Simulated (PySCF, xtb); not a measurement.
Si(Cl)(OH)(NH2)2 (ClH5N2OSi), SMILES N[Si](N)(O)Cl.

GFN2-xTB (xtb 6.7.1) at its own geometry gives an orbital gap of 7.57 eV and a dipole moment of 3.23 D.

The structure is a stationary point at PBE0-D3(BJ)/def2-SVP. The structure was generated by enumeration, and PubChem lists no compound with its InChIKey, so it may never have been made. The values are those of a single conformer.

Question: What does B3LYP/def2-TZVP (PySCF) give? (Estimate from the structure and the level; the computed values follow.)

Answer: gap 7.81 eV (levels -7.50 and 0.31 eV), dipole 1.22 D.
